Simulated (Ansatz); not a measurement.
The cluster Al₅Ga, relaxed as a singlet with RKS PBE-D4/def2-SVP in Ansatz, starting from the GFN1-xTB geometry. Force threshold 0.02 eV/Å.

The restricted singlet is unstable towards broken spin symmetry in Hartree–Fock (as tested in another run); at PBE-D4/def2-SVP this wasn't settled. The structure comes from a short search, and lower isomers may exist.

Start:

```xyz
6

Al   -0.2264   -1.1235   -0.7555
Al    0.0948    2.7009    0.6098
Al   -1.9400    0.0701    0.6950
Al    1.0610    0.0965   -0.0696
Al    0.1644   -1.4849   -0.5475
Ga    0.8462   -0.2592    0.0678
```

Question: Estimate the energy that the relaxation releases and the steps that it takes.

Answer: 167828.8 kJ/mol, in 29 steps; 46 s on 4 threads of Arm Neoverse V2 on a shared host. No frequencies were taken in this run, so the end may be a saddle point.

Question: Does the start keep its bonding?

Answer: Bonds lost: Al1–Al4, Al1–Ga6, Al4–Al5 (atoms count from 1). Bonds formed: Al1–Al2, Al2–Al3 (atoms count from 1).

Question: Predict the relaxed structure.

Answer: 
Cartesian coordinates in Å:
```
Al -0.924 0.627 -1.803
Al -0.038 2.011 0.250
Al -1.448 -0.007 0.791
Al 2.122 0.556 0.503
Al -0.306 -1.838 -1.057
Ga 0.594 -1.349 1.316
```
Bond lengths (bridged metal pairs left out): 6 × Al–Al 2.52 to 2.84 Å; 3 × Al–Ga 2.50 to 2.59 Å.
